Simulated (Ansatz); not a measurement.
Ansatz (a quantum-chemistry and plane-wave program) input (CCSD(T)/def2-QZVPPD):
A basis named .json is the Basis Set Exchange file of that set.

Ansatz 0.2 input:
```yaml
crystal:
  periodic: [false, false, false]
  atoms:
    - {symbol: W, position_ang: [-0.00000000, -0.00000000, -0.12789373]}
    - {symbol: C, position_ang: [0.00000000, 0.00000000, 1.57735606]}
basis:
  gaussian:
    orbitals: def2-QZVPPD.json
total_charge: 1
magnetization: {spin_polarized: true, initial_magnetization: 1}
correlation: {method: ccsd_t, electrons: outside_noble_gas}
```

End of the output:

```
mean field evaluation 1728: about -2825.5510 eV, gradient 3.6e-1 eV
mean field evaluation 1760: about -2825.5558 eV, gradient 4.7e-2 eV
mean field evaluation 1792: about -2823.0654 eV, gradient 1.4e-2 eV
mean field evaluation 1824: about -2825.1457 eV, gradient 4.1e-2 eV
mean field evaluation 1856: about -2824.6566 eV, gradient 1.6e0 eV
mean field evaluation 1888: about -2823.3153 eV, gradient 1.1e-2 eV
mean field evaluation 1920: about -2823.0358 eV, gradient 3.9e-1 eV
mean field evaluation 1952: about -2823.2832 eV, gradient 2.0e-2 eV
mean field evaluation 1984: about -2822.2899 eV, gradient 1.0e1 eV
mean field evaluation 2016: about -2824.8594 eV, gradient 3.4e-6 eV
mean field evaluation 2048: about -2822.6988 eV, gradient 1.8e-4 eV
mean field -2825.55592332 eV, -103.8372649513 hartree, gradient 1.4e-6 eV, S^2 2.508051; 44 other end points of the search recorded, 0 dependent functions left out
determinant -2825.55592332 eV, -103.8372649513 hartree, with singles and doubles -2832.79241411 eV, -104.1032010830 hartree
determinant -2825.14574443 eV, -103.8221911552 hartree, with singles and doubles -2832.12467919 eV, -104.0786622772 hartree
determinant -2824.85939111 eV, -103.8116678649 hartree, with singles and doubles -2831.37312534 eV, -104.0510431825 hartree
determinant -2824.69667925 eV, -103.8056883144 hartree, with singles and doubles -2832.36862812 eV, -104.0876272350 hartree
determinant -2824.32801114 eV, -103.7921400113 hartree, with singles and doubles -2832.53967963 eV, -104.0939132622 hartree
determinant -2823.61253269 eV, -103.7658466629 hartree, with singles and doubles -2831.02948255 eV, -104.0384145430 hartree
determinant -2823.60074261 eV, -103.7654133855 hartree, with singles and doubles -2831.07343827 eV, -104.0400298858 hartree
determinant -2823.45631290 eV, -103.7601056918 hartree, with singles and doubles -2831.54154593 eV, -104.0572325253 hartree
determinant -2823.35274912 eV, -103.7562997928 hartree, with singles and doubles -2831.03820481 eV, -104.0387350801 hartree
determinant -2823.33400987 eV, -103.7556111383 hartree, with singles and doubles -2831.13663815 eV, -104.0423524387 hartree
determinant -2823.31533565 eV, -103.7549248731 hartree, with singles and doubles -2831.15252090 eV, -104.0429361191 hartree
determinant -2823.28325944 eV, -103.7537460944 hartree, with singles and doubles -2831.03668771 eV, -104.0386793278 hartree
determinant -2823.06537920 eV, -103.7457391431 hartree, with singles and doubles -2831.94847882 eV, -104.0721870329 hartree
determinant -2823.04138073 eV, -103.7448572158 hartree, with singles and doubles -2830.82712760 eV, -104.0309781359 hartree
determinant -2823.04068078 eV, -103.7448314928 hartree, with singles and doubles -2830.83599994 eV, -104.0313041882 hartree
determinant -2822.90747845 eV, -103.7399363977 hartree, with singles and doubles -2831.78219232 eV, -104.0660761170 hartree
determinant -2822.81658971 eV, -103.7365962981 hartree, with singles and doubles -2829.98799121 eV, -104.0001404421 hartree
determinant -2822.71780085 eV, -103.7329658744 hartree, with singles and doubles -2829.55298411 eV, -103.9841542260 hartree
determinant -2822.69882838 eV, -103.7322686489 hartree, with singles and doubles -2829.98791905 eV, -104.0001377905 hartree
determinant -2822.68899909 eV, -103.7319074292 hartree, with singles and doubles -2829.99960826 eV, -104.0005673608 hartree
determinant -2822.49490695 eV, -103.7247746745 hartree, with singles and doubles -2830.53589785 eV, -104.0202756398 hartree
determinant -2825.55592332 eV, -103.8372649513 hartree, with singles and doubles -2832.88638091 eV, -104.1066542991 hartree
determinant -2824.69667925 eV, -103.8056883144 hartree, with singles and doubles -2832.41268910 eV, -104.0892464462 hartree
determinant -2824.32801114 eV, -103.7921400113 hartree, with singles and doubles -2832.53931791 eV, -104.0938999690 hartree
determinant -2824.00081427 eV, -103.7801157480 hartree, with singles and doubles -2832.84409067 eV, -104.1051001616 hartree
5 core orbitals not correlated
reference -2825.55592332 eV, -103.8372649513 hartree; 5, 4 occupied and 137, 138 virtual orbitals, 889 factors
second order -6.21614949 eV of doubles, -0.00000000 eV of singles
coupled cluster: 1.31 GiB planned
cycle   1  -7.33045710 eV  change    4.9e-7 eV  update   4.2e-6
coupled cluster: 1.31 GiB planned
perturbative correction -0.56666134 eV, -0.0208244201 hartree
Total energy: -2833.45304176 eV, -104.1274787011 hartree
```

This state (charge 1, doublet) is run at the relaxed geometry of the species with charge 0 and multiplicity 3.

The determinant is spin-contaminated: <S^2> is 2.51 against 0.75 for a pure state.
